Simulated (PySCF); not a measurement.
C₃H₆GeN₂.
SMILES: `[GeH3][n]1cccn1`

Method used: PBE0-D3(BJ)/def2-SVP geometry optimisation, gas phase (PySCF 2.14.0).

Masses are those of the commonest isotopes; rigid-rotor values at the optimised geometry. 

Give the principal moments of inertia and the rotational constants in cm⁻¹.

Ia = 59.31, Ib = 374.94, Ic = 427.75 u·Å²; 505379 MHz·u·Å²/I gives 8521, 1348 and 1181 MHz, that is A = 0.28424, B = 0.04496, C = 0.03941 cm⁻¹.

What kind of rotor is it?

A near-prolate asymmetric top. Ray's parameter κ = (2B − A − C)/(A − C) = -0.955; −1 is the prolate and +1 the oblate limit.

Is it planar, by Δ = Ic − Ia − Ib?

Not planar: Δ = Ic − Ia − Ib = -6.50 u·Å². For a rigid frame Δ = −2 Σ m c², so Σ m c² = 3.25 u·Å² lies off the ab plane, practically all of it from hydrogen. The atom farthest from that plane is 1.28 Å away.

Give the coordinates in the principal-axis frame, origin at the centre of mass.

The sense of each axis is arbitrary; atoms in the order of the calculation.
```
atom  mass (u)   a (Å)   b (Å)   c (Å)
 Ge1    73.921   1.380  -0.002   0.000
  N2    14.003  -0.489  -0.077  -0.004
  C3    12.000  -1.336  -1.142  -0.001
  C4    12.000  -2.619  -0.636   0.002
  C5    12.000  -2.437   0.766   0.001
  N6    14.003  -1.154   1.088  -0.001
  H7     1.008   1.817   0.712   1.283
  H8     1.008   1.821   0.753  -1.256
  H9     1.008   1.833  -1.469  -0.023
 H10     1.008  -0.967  -2.166  -0.002
 H11     1.008  -3.552  -1.195   0.003
 H12     1.008  -3.196   1.548   0.002
```

Which lines would a microwave search look for?

The dipole components are |μa| = 1.29 D, |μb| = 1.81 D, |μc| = 0.00 D; the mirror of this Cs structure is the ab plane, so μc vanishes by symmetry and there are no c-type lines. The squared components, which scale the intensities, stand as 0.51 : 1.00 (a : b). Some lines, for components of 0.1 D or more:

```
type  branch         J(Ka,Kc)    MHz  lower level (cm⁻¹)
   b       R  3(0,3) ← 2(1,2)    567               0.487
   a       Q  3(1,2) ← 3(1,3)    998               0.732
   a       Q  4(1,3) ← 4(1,4)   1664               1.058
   b       Q  2(1,1) ← 2(0,2)   7509               0.253
   b       Q  3(1,2) ← 3(0,3)   7768               0.506
   b       R  2(1,2) ← 1(0,1)  12066               0.084
   b       R  3(1,3) ← 2(0,2)  14346               0.253
   b       R  4(1,4) ← 3(0,3)  16549               0.506
   b       Q  2(2,0) ← 2(1,1)  21523               0.503
   b       Q  2(2,1) ← 2(1,2)  22019               0.487
   b       Q  4(2,3) ← 4(1,4)  22607               1.058
   b       R  2(2,0) ← 1(1,1)  26914               0.324
   b       R  3(2,1) ← 2(1,2)  29621               0.487
   b       R  4(2,3) ← 3(1,2)  31387               0.765
   b       R  4(2,2) ← 3(1,3)  32429               0.732
   b       Q  4(3,2) ← 4(2,3)  36292               1.812
   b       R  3(3,1) ← 2(2,0)  43869               1.221
   b       Q  4(4,0) ← 4(3,1)  50790               3.022
   b       R  4(4,1) ← 3(3,0)  60913               2.685
```

Not checked by PBE0-D3(BJ)/def2-SVP frequencies. No vibrational averaging or centrifugal distortion is included, and the geometry carries the error of its method. A rigid rotor knows nothing of internal rotation, which can split or shift real lines. Quadrupole hyperfine structure (14N) is left out.

Hardware: one thread of an Arm Neoverse V1, shared host with 32 logical CPUs at a one-minute load of 19. Cost: 2.2 min of wall time, 0.56 GiB resident at most. These figures are those of the optimisation.
